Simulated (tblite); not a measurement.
Species: C4H9GeO (doublet state).
Bonds: C1–C2 (double), C2–Ge3, Ge3–O4, O4–C5, C5–C6. Hydrogens: H7, H8 on C1; H9, H10 on Ge3; H11, H12 on C5; H13, H14, H15 on C6.
Bond orders are those of one Lewis drawing.

Computed with GFN2-xTB (tblite), gas phase: L-BFGS steps from a force-field or distance-geometry start until the largest atomic force falls under 0.01 eV/Å.

Step 6: E = -517.5352 eV
```
atom  x, y, z in Å  |  force x, y, z in eV/Å
C1      2.8019   -0.0362   -0.9259    0.120  -0.129  -0.105
C2      2.1361    0.8823   -0.2919    0.177   0.089  -0.102
Ge3     0.9994    0.6527    1.2354   -0.008  -0.024  -0.056
O4     -0.3018   -0.4223    0.6954   -0.077  -0.133   0.107
C5     -1.2469    0.1805   -0.1623   -0.093   0.160  -0.097
C6     -2.3436   -0.7719   -0.6072    0.013  -0.061   0.036
H7      3.4704    0.1178   -1.7626   -0.087   0.133  -0.011
H8      2.7056   -1.0778   -0.6270    0.120  -0.152  -0.100
H9      0.3469    1.9240    1.6604   -0.064   0.237   0.124
H10     1.7161   -0.0527    2.3343   -0.097  -0.178   0.203
H11    -0.7403    0.5827   -1.0469    0.038   0.005  -0.112
H12    -1.6985    1.0264    0.3632   -0.180   0.171  -0.002
H13    -3.0467   -0.2316   -1.2425    0.087  -0.055   0.075
H14    -2.8771   -1.1653    0.2538    0.023  -0.029   0.014
H15    -1.9261   -1.6006   -1.1716    0.027  -0.035   0.025
```

Step 7: E = -517.5485 eV
```
atom  x, y, z in Å  |  force x, y, z in eV/Å
C1      2.8051   -0.0361   -0.9310    0.207  -0.311  -0.165
C2      2.1397    0.8741   -0.2897    0.132   0.204  -0.047
Ge3     1.0041    0.6595    1.2407   -0.013  -0.013   0.020
O4     -0.3007   -0.4060    0.7057   -0.157  -0.141   0.017
C5     -1.2442    0.1875   -0.1603   -0.232   0.088  -0.154
C6     -2.3399   -0.7754   -0.6037   -0.021  -0.052   0.008
H7      3.4724    0.1173   -1.7702   -0.116   0.181   0.006
H8      2.7212   -1.0843   -0.6431    0.093  -0.096  -0.076
H9      0.3397    1.9306    1.6671    0.015   0.185   0.097
H10     1.7017   -0.0677    2.3441   -0.113  -0.115   0.151
H11    -0.7434    0.5874   -1.0522    0.045  -0.036  -0.027
H12    -1.7079    1.0365    0.3551   -0.119   0.100  -0.016
H13    -3.0459   -0.2357   -1.2416    0.145  -0.091   0.130
H14    -2.8793   -1.1715    0.2565    0.106   0.025  -0.051
H15    -1.9270   -1.6081   -1.1727    0.027   0.072   0.107
```

Step 8: E = -517.5629 eV
```
atom  x, y, z in Å  |  force x, y, z in eV/Å
C1      2.8107   -0.0397   -0.9379    0.206  -0.355  -0.144
C2      2.1478    0.8666   -0.2895    0.089   0.196   0.019
Ge3     1.0089    0.6668    1.2468   -0.022  -0.009   0.075
O4     -0.3035   -0.3901    0.7167   -0.225  -0.066  -0.094
C5     -1.2447    0.1967   -0.1600   -0.290  -0.009  -0.150
C6     -2.3357   -0.7800   -0.5996   -0.039  -0.016  -0.016
H7      3.4728    0.1206   -1.7795   -0.107   0.205  -0.014
H8      2.7405   -1.0937   -0.6625    0.061  -0.044  -0.045
H9      0.3321    1.9417    1.6766    0.118   0.087   0.053
H10     1.6832   -0.0868    2.3581   -0.138  -0.027   0.068
H11    -0.7459    0.5918   -1.0588    0.032  -0.075   0.078
H12    -1.7209    1.0496    0.3456   -0.038  -0.001  -0.050
H13    -3.0427   -0.2418   -1.2385    0.136  -0.099   0.129
H14    -2.8799   -1.1781    0.2590    0.167   0.064  -0.076
H15    -1.9271   -1.6155   -1.1720    0.049   0.149   0.167
```

Step 9: E = -517.5764 eV
```
atom  x, y, z in Å  |  force x, y, z in eV/Å
C1      2.8178   -0.0469   -0.9450    0.125  -0.232  -0.060
C2      2.1593    0.8611   -0.2907    0.059   0.068   0.079
Ge3     1.0125    0.6727    1.2529   -0.041  -0.028   0.066
O4     -0.3111   -0.3771    0.7248   -0.220   0.043  -0.158
C5     -1.2497    0.2055   -0.1618   -0.234  -0.078  -0.090
C6     -2.3322   -0.7843   -0.5958   -0.035   0.028  -0.025
H7      3.4714    0.1282   -1.7889   -0.075   0.193  -0.047
H8      2.7593   -1.1044   -0.6810    0.034  -0.017  -0.019
H9      0.3274    1.9543    1.6866    0.208  -0.014   0.009
H10     1.6635   -0.1051    2.3729   -0.159   0.054  -0.013
H11    -0.7474    0.5943   -1.0639    0.005  -0.093   0.144
H12    -1.7341    1.0620    0.3360    0.020  -0.082  -0.083
H13    -3.0378   -0.2489   -1.2336    0.047  -0.069   0.061
H14    -2.8775   -1.1833    0.2606    0.176   0.070  -0.038
H15    -1.9257   -1.6202   -1.1685    0.092   0.156   0.173
```

Task: Estimate the geometry and energy of step 10. (The exact step hangs on the optimiser's Hessian estimate; all steps are aligned on step 9, rigid shifts and turns removed.)

Result: E = -517.5875 eV, largest force 0.274 eV/Å
```
atom  x, y, z in Å  |  force x, y, z in eV/Å
C1      2.8247   -0.0551   -0.9507    0.022  -0.027   0.030
C2      2.1712    0.8570   -0.2916    0.038  -0.100   0.120
Ge3     1.0141    0.6761    1.2579   -0.062  -0.056   0.005
O4     -0.3218   -0.3673    0.7280   -0.141   0.114  -0.135
C5     -1.2579    0.2113   -0.1651   -0.098  -0.082  -0.011
C6     -2.3301   -0.7871   -0.5932   -0.027   0.054  -0.022
H7      3.4685    0.1386   -1.7972   -0.045   0.150  -0.066
H8      2.7746   -1.1140   -0.6953    0.021  -0.011  -0.005
H9      0.3281    1.9648    1.6950    0.260  -0.082  -0.023
H10     1.6452   -0.1185    2.3847   -0.167   0.099  -0.062
H11    -0.7483    0.5943   -1.0655   -0.021  -0.082   0.136
H12    -1.7447    1.0705    0.3272    0.027  -0.104  -0.096
H13    -3.0334   -0.2556   -1.2288   -0.079  -0.022  -0.039
H14    -2.8723   -1.1860    0.2617    0.132   0.048   0.041
H15    -1.9222   -1.6211   -1.1625    0.140   0.100   0.127
```

The energy changes by -0.0111 eV. The first-order estimate −F·Δx gives -0.0156 eV and the mean of the old and new forces, exact on a quadratic surface, -0.0111 eV. The step makes an angle of 65° with the force vector and moves no atom by more than 0.026 Å.

The cost below is that of the whole relaxation. Hardware: Arm Neoverse V2, one thread, shared host. Cost: 0.41 s wall.
